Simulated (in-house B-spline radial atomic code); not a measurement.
## Ionising Ga2+ with different functionals

Computed with an all-electron radial atomic-structure program (B-spline basis): scalar-relativistic (spin-free X2C) Hamiltonian, Fermi nucleus of rms radius 3.9973 fm, spin-polarised at highest spin, spherical fractional occupations for the functionals, and exact exchange of hybrids averaged over the configuration. The ionisation energy is the difference of two self-consistent energies, [Ar] 3d10 4s1 → [Ar] 3d10, without Breit or QED terms; ε is the level of the shell that loses the electron (its least bound occupied spin orbital). There is no spin-orbit coupling in this Hamiltonian.

| method | rung | ΔSCF (eV) | -ε(4s) (eV) |
| --- | --- | --- | --- |
| PBE0 | global hybrid | 31.20 | 27.60 |
| B3LYP | global hybrid | 31.64 | 27.63 |
| TPSSh | global hybrid | 31.10 | 26.95 |
| BHandHLYP | global hybrid | ? | ? |
| r2SCAN0 | global hybrid | 31.07 | 27.91 |
| B97-1 | global hybrid | ? | ? |
| HSE06 | range-separated hybrid | 31.28 | 27.30 |
| wB97X | range-separated hybrid | 30.72 | 29.81 |
| CAM-B3LYP | range-separated hybrid | 31.59 | 29.22 |
| LC-wPBE | range-separated hybrid | 31.21 | 30.50 |

(1) What does BHandHLYP give?

(2) What does B97-1 give?

(3) Among the functionals, which spreads more, the ΔSCF values or the orbital energies?

(4) How do they compare with the NIST value?

Answers

(1) ΔSCF 31.09 eV, and -ε(4s) = 28.56 eV.

(2) ΔSCF 30.95 eV, and -ε(4s) = 27.12 eV.

(3) The orbital energies: ΔSCF values span about 0.92 eV and the orbital energies 3.54 eV.

(4) NIST lists 30.726 eV (measured, ground level to ground level). Errors run from -0.01 to +0.92 eV; wB97X is closest (-0.01 eV), but part of that can be cancellation, since the calculations leave out Breit-QED terms.
